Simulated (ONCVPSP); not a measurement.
Pseudopotential generation for iron: ONCV, PBE, scalar-relativistic.

| Quantity | Value |
| --- | --- |
| Element | Fe |
| Generator | ONCVPSP 4.0.1 |
| Type | optimised norm-conserving Vanderbilt (ONCV) |
| Functional | PBE |
| Relativity | scalar-relativistic |
| Frozen core | [Ne] |
| Valence charge | 16 |
| Reference configuration | 3s2 3p6 3d6 4s1 (charge +1) |
| Partial waves | 3s+4s: rc 1.30 bohr, ncon 4, nbas 7, qcut 10.9 1/bohr, 2 projectors; 3p: rc 0.80 bohr, ncon 3, nbas 7, qcut 8.9 1/bohr, 2 projectors, debl 1.1 Ha; 3d: rc 1.45 bohr, ncon 4, nbas 9, qcut 13 1/bohr, 1 projector |
| Local potential | polynomial inside 0.65 bohr (lpopt 4, dvloc0 0 Ha) |
| Core correction | Teter function, fcfact 2, rcfact 1.3 |

In the p channel the program set the typed energies aside and used -2.520, 0.250 Ha.

All-electron outer shells of the reference configuration (PBE, scalar-relativistic, ld1.x):

```
shell  level (eV)  outermost node (bohr)  outermost maximum (bohr)
   2p     -706.87                      –                      0.18
   3s     -102.54                   0.33                      0.70
   3p      -68.58                   0.30                      0.72
   3d      -15.96                      –                      0.71
   4s      -12.33                   1.00                      2.29
```

Calculated quality:

```json
{
  "Cutoffs needed": "56 Ha and 247 Ha (the cutoffs (Ha) at which the residual kinetic energy of the hardest occupied pseudo-wave falls to 1 and 0.1 mHa per electron)",
  "Ghost test": "no bound ghost flagged; no localised positive-energy state flagged",
  "Largest excitation error": "-67 meV (all-electron minus pseudo) for 3s2 3p5 3d6 4s2, out of 4 test configurations",
  "rms error of d²Exc/dni dnj": "1.67 mHa without and 1.03 mHa with the model core"
}
```

Generation and tests took about 2.3 s on one core of a shared server CPU.
